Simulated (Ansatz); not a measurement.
`C[SiH2]N(C)C` → `CNC` + `C[SiH]` at 400 K and 1 bar (silylene formation by 1,1-elimination).

Isolated molecules relaxed with PBE0-D4/def2-TZVP in Ansatz; ΔE leaves out vibrations. CCSD(T)/CBS adds triple-zeta CCSD(T) − MP2 to the extrapolated MP2 energy (def2 sets, frozen cores). This one scheme is used for every species. Each species was taken in one conformer, which may not be the lowest.

```csv
species,CCSD(T)/CBS energy (Eh),H − E (kJ/mol),S (J/(mol·K))
`C[SiH2]N(C)C`,-464.57799,396.2,407.7
`CNC`,-135.00321,264.6,293.2
`C[SiH]`,-329.46712,128.7,279.3
```

H − E and S are ideal-gas, rigid-rotor, harmonic terms from PBE0-D4/def2-TZVP, for one conformer and one mirror image of each species. 1 Eh = 2625.50 kJ/mol, R = 8.31446 J/(mol·K).

By hand: ΔE, ΔH, ΔS and ΔG.

ΔE = (-135.00321) + (-329.46712) − (-464.57799) = 0.10766 Eh = 282.7 kJ/mol. Δ(H − E) = 264.6 + 128.7 − 396.2 = -2.9, so ΔH = 279.8 kJ/mol. ΔS = 293.2 + 279.3 − 407.7 = 164.8 J/(mol·K). ΔG = 279.8 − 400 × (164.8)/1000 = 213.9 kJ/mol.

By hand: the equilibrium constant, and the temperature at which ΔG would vanish if ΔH and ΔS stayed fixed.

log₁₀ K = −ΔG/(RT ln 10) = -27.9. ΔG = 0 at ΔH/ΔS = 1698 K.

The number of gas molecules changes by +1, which sets the sign of ΔS. A doubt of 5 kJ/mol in ΔE shifts log₁₀ K by 0.7 here. Other conformers and mirror images would add mixing entropy, several J/(mol·K) or more a flexible species. Modes under 60 cm⁻¹, often nearly free rotors, make the harmonic entropy too high. These are equilibria of isolated gas molecules and say nothing of rates. Largest T1 diagnostic: 0.012 (customary marks: 0.02 for closed shells, 0.045 for open ones).
